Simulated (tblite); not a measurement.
C5H5NO2Si.
Bonds: N1–C2 (triple), C2–Si3, Si3–C4, C4–C5 (double), C5–C6, C6–O7, O7–C8, C8–O9 (double), C4–C8. Hydrogens: H10, H11 on Si3; H12 on C5; H13, H14 on C6.

A start from a force field or distance geometry was refined with GFN2-xTB geometry optimisation, gas phase (tblite 0.8.0). Values at the start:

| coordinate | start |
| --- | --- |
| N1≡C2 | 1.175 Å |
| C2–Si3 | 1.840 Å |
| Si3–C4 | 1.871 Å |
| Si3–H10 | 1.468 Å |
| C4=C5 | 1.314 Å |
| C4–C8 | 1.461 Å |
| C5–C6 | 1.487 Å |
| C5–H12 | 1.100 Å |
| C6–O7 | 1.405 Å |
| C6–H13 | 1.115 Å |
| O7–C8 | 1.392 Å |
| C8=O9 | 1.270 Å |
| C2–Si3–C4 | 109.0° |
| Si3–C4–C5 | 128.0° |
| Si3–C4–C8 | 123.9° |
| C4–C5–C6 | 111.9° |
| C4–C8–O7 | 105.8° |
| C4–C8–O9 | 129.2° |
| C5–C6–O7 | 102.0° |
| C6–O7–C8 | 112.2° |

Question: How do these coordinates change at the GFN2-xTB level?

Answer: 
```
coordinate  GFN2-xTB (Å or °)  change
     C8=O9              1.200  -0.070
     O7–C8              1.354  -0.038
    C2–Si3              1.872  +0.032
     N1≡C2              1.145  -0.030
    C5–H12              1.074  -0.026
     C4=C5              1.334  +0.020
    C6–H13              1.096  -0.019
     C4–C8              1.480  +0.019
     C5–C6              1.494  +0.007
     C6–O7              1.412  +0.007
    Si3–C4              1.878  +0.007
   Si3–H10              1.461  -0.007
 C2–Si3–C4              103.0    -6.0
 Si3–C4–C5              133.7    +5.7
 Si3–C4–C8              119.3    -4.6
  C4–C8–O7              108.8    +3.0
  C5–C6–O7              105.0    +3.0
  C4–C5–C6              109.4    -2.5
  C6–O7–C8              109.8    -2.4
  C4–C8–O9              127.4    -1.8
```

The energy falls by 12.1 kcal/mol over 153 L-BFGS steps, the largest force on an atom goes from 5.06 to 0.009 eV/Å, and the atoms move by 1.157 Å rms after alignment. The bond that changes most is C8=O9 (ester carbonyl carbon to ester carbonyl oxygen), which shortens by 0.070 Å. Bonds longer at the end by more than 0.005 Å: 6 of 14; shorter: 6. Among the dihedrals that turn most is H11–Si3–C4–C5, from -145° to 115°. Rotational constants go from 2512, 866.9, 780.1 to 2793, 904.4, 691.9 MHz.

Time: 0.79 s. Hardware: one thread of an Intel Xeon 6975P-C, shared host with 192 logical CPUs at a one-minute load of 37.

Its GFN2-xTB frequencies are all real (lowest 28 cm⁻¹). The numbers are those of one conformer.

The numbers are calculated, not measured.
